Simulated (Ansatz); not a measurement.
Compare A (`FB[SiH2][SiH3]`) with its isomer B (`F[SiH2]B[SiH3]`).

Isolated molecules relaxed with PBE0-D4/def2-TZVP in Ansatz; ΔE leaves out vibrations. CCSD(T)/CBS adds triple-zeta CCSD(T) − MP2 to the extrapolated MP2 energy (def2 sets, frozen cores). DFT in def2-TZVPP. B3LYP here is the variant with VWN-RPA as its local correlation; programs differ in this. Each species was taken in one conformer, which may not be the lowest.

A:

Z-matrix (Å, degrees):
```
Si
B 1 2.027
Si 1 2.347 2 107.7
H 1 1.490 2 110.2 3 117.4
H 1 1.489 2 112.9 3 -120.2
F 2 1.322 1 120.3 3 95.1
H 2 1.203 1 123.3 3 -82.0
H 3 1.487 1 110.0 2 -62.2
H 3 1.488 1 110.0 2 57.4
H 3 1.487 1 110.7 2 177.5
```

B:

Z-matrix (Å, degrees):
```
Si
B 1 1.996
F 1 1.608 2 113.1
H 1 1.490 2 109.7 3 119.7
H 1 1.489 2 110.6 3 -120.1
Si 2 2.004 1 125.2 3 1.9
H 2 1.199 1 115.5 3 178.3
H 6 1.488 2 114.2 1 -157.3
H 6 1.496 2 103.7 1 85.4
H 6 1.487 2 113.4 1 -31.5
```

Question: Which isomer does CCSD(T)/CBS put lower? Give the gap. (Best estimate.)

Answer: Computed: A, by 6.8 kcal/mol.

Question: Give E(B) − E(A) in kcal/mol with B2PLYP, HF/def2-TZVPP, CCSD(T)/def2-SVP, r2SCAN-D4, B3LYP, ωB97M-V, MP2/def2-TZVPP. (Estimate.)

Answer: The calculation gave: B2PLYP 7.7, HF/def2-TZVPP 4.8, CCSD(T)/def2-SVP 13.7, r2SCAN-D4 8.5, B3LYP 8.0, ωB97M-V 7.6, MP2/def2-TZVPP 7.5. None reverses the order clearly.

Question: Does the order hold for the free energy at 298.15 K (harmonic terms from PBE0-D4)? (An estimate is asked.)

Answer: Computed: Yes: G(B) − G(A) = +6.4 kcal/mol, for one conformer each. Modes under 60 cm⁻¹, often nearly free rotors, make the harmonic entropy too high.

Largest T1 diagnostic: 0.015.

From PBE to PBE0 (25 % exact exchange), in def2-TZVPP and without D4, E(B) − E(A) moves by −1.1 kcal/mol. At CCSD(T), def2-SVP lies +6.9 kcal/mol from the extrapolated value and def2-TZVPP +1.0 kcal/mol.
